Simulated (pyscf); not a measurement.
# O=Cr(=O)(OH)–Br (SMILES [O]=[Cr](=[O])([OH])[Br]), singlet

Gas-phase minimum from PySCF at ωB97X-D3(BJ)/def2-SVP, one conformer. 

```xyz
6

O      1.5547     0.8280    -0.3084
Cr     1.1022    -0.3322     0.5704
O      1.6154    -0.1364     1.9896
O     -0.6063    -0.4595     0.5902
Br     2.0325    -2.2319    -0.2805
H     -1.0870    -0.1107    -0.1765
```

Bond lengths (Å): O1–Cr2 1.524, Cr2–O3 1.522, Cr2–O4 1.713, Cr2–Br5 2.280, O4–H6 0.970. Bond angles (°): O1–Cr2–O3 109.9, O1–Cr2–O4 111.1, O1–Cr2–Br5 107.3, O3–Cr2–O4 109.6, O3–Cr2–Br5 108.5, O4–Cr2–Br5 110.4, Cr2–O4–H6 117.3.

Properties at ωB97X-D3(BJ)/def2-SVP:

```json
{
  "harmonic_wavenumbers_unscaled": "170, 206, 255, 306, 375, 409, 467, 763, 824, 1197, 1203, 3850 cm⁻¹",
  "zero_point_energy": "14.3 kcal/mol",
  "rotational_symmetry_number": "1",
  "Entropy of this conformer at 298 K and 1 atm, rigid rotor and harmonic oscillator, modes under 100 cm⁻¹ raised to 100": "335.8 J/(mol K)",
  "dipole_moment": "2.40 D"
}
```

Single-point totals, which compare only within one level:

| level | total energy (hartree) |
|---|---|
| ωB97X-D3(BJ)/def2-TZVP | -3844.96431 |
| PBE/def2-TZVP | -3844.31900 |
| r²SCAN/def2-TZVP | -3844.99047 |
| B3LYP-D3(BJ)/def2-TZVP | -3845.14361 |
| PBE0-D3(BJ)/def2-TZVP | -3844.32211 |
| M06-2X/def2-TZVP | -3844.88762 |
| ωB97M-D3(BJ)/def2-TZVP | -3845.12787 |

Soft torsions are taken as harmonic, which can shift the entropy by several J/(mol K). Elements up to Kr have no core potential and no relativistic terms here.
